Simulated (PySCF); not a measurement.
This PySCF input asks for the NMR shieldings of `C(CCCOC)#N`, C5H9NO; the geometry comes from GFN2-xTB.

```python
import basis_set_exchange as bse
import numpy as np
from pyscf import gto, dft
from pyscf.prop import nmr

atoms = """
C    -2.197120    0.099991    1.013251
O    -1.079655   -0.513243    0.428226
C    -0.548096    0.224902   -0.649550
C     0.690388   -0.496351   -1.170879
C     1.785531   -0.552104   -0.097925
C     2.274544    0.765739    0.213135
N     2.653227    1.819200    0.446092
H    -1.949088    1.101600    1.386112
H    -2.502224   -0.532790    1.843992
H    -3.023451    0.187040    0.296671
H    -0.281369    1.240878   -0.316660
H    -1.297676    0.315814   -1.451775
H     1.056394    0.021158   -2.059245
H     0.414895   -1.515867   -1.443691
H     2.625669   -1.163037   -0.438952
H     1.370433   -0.993986    0.811700
"""
names = dict.fromkeys(["C", "O", "N", "H"], "pcSseg-1")
basis = {el: gto.basis.parse(bse.get_basis(n, elements=[el], fmt="nwchem")) for el, n in names.items()}
mol = gto.M(atom=atoms, basis=basis, charge=0, verbose=0)
mf = dft.RKS(mol, xc="PBE0")
mf.grids.level = 2
mf.grids.alignment = dft.numint.BLKSIZE   # the property module wants whole blocks of grid points
mf.conv_tol = 1e-9
mf.kernel()

calc = nmr.RKS(mf)   # GIAO
C = mf.mo_coeff
Co = C[:, mf.mo_occ > 0]
resp = mf.gen_response(singlet=True, hermi=2)
def vind(x):   # induced exchange potential for any number of trial vectors
    d = np.einsum("pi,xij,qj->xpq", C, 2 * x.reshape(-1, C.shape[1], Co.shape[1]), Co, optimize=True)
    return np.einsum("xpq,pi,qj->xij", resp(d - d.transpose(0, 2, 1)), C, Co, optimize=True).ravel()
mo1, _ = nmr.rhf.solve_mo1(calc, with_cphf=vind)
sigma = calc.kernel(mo1)
for i, s in enumerate(sigma):   # ppm
    w = np.linalg.eigvalsh((s + s.T) / 2)
    print("%2d %-2s iso %8.1f  s11 %8.1f  s22 %8.1f  s33 %8.1f" % (i, mol.atom_pure_symbol(i), w.mean(), *w))
```

Q: What are the results?

A: 
```
 0 C  iso    125.4  s11     94.1  s22     98.3  s33    183.9
 1 O  iso    313.7  s11    284.0  s22    311.5  s33    345.5
 2 C  iso    114.0  s11     85.0  s22     96.1  s33    160.9
 3 C  iso    155.7  s11    149.8  s22    154.2  s33    163.0
 4 C  iso    172.9  s11    156.7  s22    175.6  s33    186.4
 5 C  iso     62.6  s11    -55.5  s22    -49.1  s33    292.5
 6 N  iso    -31.0  s11   -205.6  s22   -192.7  s33    305.1
 7 H  iso     28.3  s11     24.4  s22     26.3  s33     34.2
 8 H  iso     27.7  s11     23.7  s22     25.2  s33     34.3
 9 H  iso     28.3  s11     24.5  s22     25.8  s33     34.6
10 H  iso     28.0  s11     24.4  s22     28.1  s33     31.4
11 H  iso     28.2  s11     24.2  s22     27.6  s33     32.8
12 H  iso     30.1  s11     25.6  s22     28.6  s33     36.2
13 H  iso     29.8  s11     25.5  s22     28.1  s33     35.9
14 H  iso     29.5  s11     24.0  s22     28.1  s33     36.6
15 H  iso     28.9  s11     24.6  s22     28.4  s33     33.9
```

These numbers come from an equivalent density-fitted implementation of the same equations, which agrees with the script to about 0.01 ppm for H and up to a few tenths of a ppm for heavy atoms, so last digits may differ.

Q: Turn these shieldings into chemical shifts. δ = σ(ref) − σ, references computed at the same level: TMS for ¹³C (σ = 186.93 ppm), ¹H (σ = 31.72 ppm); ¹⁷O (σ = 336.08 ppm) against H2O; ¹⁵N (σ = 267.73 ppm) against NH3.

A: Averaging equivalent atoms: C 5: 124.3; C 2: 72.9; C 0: 61.5; C 3: 31.3; C 4: 14.0; O 1: 22.4; N 6: 298.8; H 10/11: 3.64; H 7/8/9: 3.61; H 14/15: 2.47; H 12/13: 1.73 ppm. Experimental scales use liquid or dissolved standards, which lie at an offset from isolated NH3 (liquid NH3: subtract about 20 ppm) and H2O (liquid H2O: subtract about 36 ppm). Unscaled 15N shifts of sp2 nitrogen come out 20 to 40 ppm too high even then.

Size and cost of the density-fitted run: 164 basis functions, of the order of 50 core-seconds.
